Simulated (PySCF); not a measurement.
**SnCl: energy against distance**

Set-up: basis Sn def2-TZVPP with ECP28, Cl def2-TZVPP; scalar-relativistic core potentials; PySCF 2.14. Energies in eV from Sn + Cl in their ground configurations at the same level. State: ²Π (doublet), unpaired electrons π ↑.

All columns are PBE0. A positive dipole means Sn(−)Cl(+).

```tsv
R (Å)	E (eV)	μ (D)	Mulliken charge on Sn (basis-dependent)	HOMO (eV)	LUMO (eV)	Mayer bond order	⟨S²⟩
2.042	-2.895	-0.49	0.28	-4.41	-2.62	1.17	0.75
2.137	-3.493	-1.11	0.32	-4.58	-2.78	1.11	0.75
2.232	-3.812	-1.73	0.36	-4.74	-2.93	1.07	0.75
2.303	-3.921	-2.19	0.38	-4.85	-3.04	1.04	0.75
2.374	-3.949	-2.66	0.39	-4.97	-3.15	1.02	0.75
2.445	-3.916	-3.11	0.41	-5.08	-3.26	0.99	0.75
2.540	-3.806	-3.71	0.42	-5.23	-3.39	0.97	0.75
2.659	-3.597	-4.43	0.44	-5.41	-3.56	0.94	0.75
2.801	-3.290	-5.27	0.46	-5.61	-3.75	0.90	0.75
2.991	-2.848	-6.31	0.49	-5.86	-3.99	0.86	0.76
```

A fit through these points gives, at Re = 2.368 Å, μ = -2.61 D and dμ/dR = -6.46 D/Å; the reduced mass is 27.07 u.

**Question.** How strong is the fundamental in the double-harmonic approximation, I = 42.26·(dμ/dR)²/μred km/mol?

**Answer.** I = 42.26·(-6.46)²/27.07 = 65.1 km/mol at PBE0.

Spin–orbit coupling is left out, which matters for elements this heavy, above all for dissociation energies. The state was picked by a PBE0 search and need not be the measured ground state.
